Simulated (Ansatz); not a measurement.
Reactions of `O[SiH](O)C[SiH2]F`.

Isolated molecules relaxed with PBE0-D4/def2-TZVP in Ansatz; ΔE leaves out vibrations. CCSD(T)/CBS adds triple-zeta CCSD(T) − MP2 to the extrapolated MP2 energy (def2 sets, frozen cores). For Br outer-core shells are correlated without core-valence functions, which leaves a few kJ/mol of doubt a bond. Scalar relativity is left out up to krypton. Each species was taken in one conformer, which may not be the lowest.

**Question.** Order these by ΔE at CCSD(T)/CBS, lowest first. (An estimate is asked.)
A. `O[SiH](O)C[SiH2]F` + `O[SiH2]O` → `O[SiH2]O[SiH](O)O` + `C[SiH2]F`
B. `O[SiH](O)C[SiH2]F` + `N[Si](F)(Cl)Cl` → `F[SiH2]N[Si](F)(Cl)Cl` + `C[SiH](O)O`
C. `O[SiH](O)C[SiH2]F` + HBr → `O[SiH](O)Br` + `C[SiH2]F`

**Answer.** A (-118.5 kJ/mol), C (-86.3 kJ/mol), B (-52.4 kJ/mol).

Largest T1 diagnostic: 0.012, for `O[SiH2]O[SiH](O)O`.
